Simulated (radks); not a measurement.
Polarisability of neutral molybdenum, [Kr] 4d5 5s1, at imaginary frequency. All-electron calculation, scalar-relativistic Kohn-Sham, LDA (Slater exchange, VWN5 correlation), spin-polarised, spherical densities, finite nucleus; open shells are filled with parallel spins first (spin-orbit coupling, left out, can overturn this in heavy ions); Fermi nuclear charge, rms radius 4.4091 fm. Program: a radial shooting solver on a logarithmic mesh with Libxc functionals. Response by self-consistent Sternheimer equations with the Hartree and adiabatic LDA kernel, the relativistic mass of each level held fixed and spin-orbit coupling left out.

w (hartree)  alpha1(iw) (bohr^3)
0.00266                    71.25
0.0143                     70.71
0.0360                     67.90
0.0697                     60.41
0.118                      48.10
0.186                      34.69
0.280                      23.71
0.413                      15.85
0.605                      10.39
0.892                      6.566
1.35                       3.885
2.12                       2.046
3.59                      0.8954
6.94                      0.3042
17.5                     0.06952

Static values: alpha1 = 71.27 bohr^3 (10.56 angstrom^3; uncoupled 124.0). C6 = 741.4, triple-dipole C9 = 36260 atomic units. One-pole (London) frequency 4 C6 / (3 alpha1^2) = 0.195 hartree, against 0.172 for minus the highest occupied eigenvalue. Recommended static value: 87 bohr^3 (Schwerdtfeger and Nagle, 2023 table).
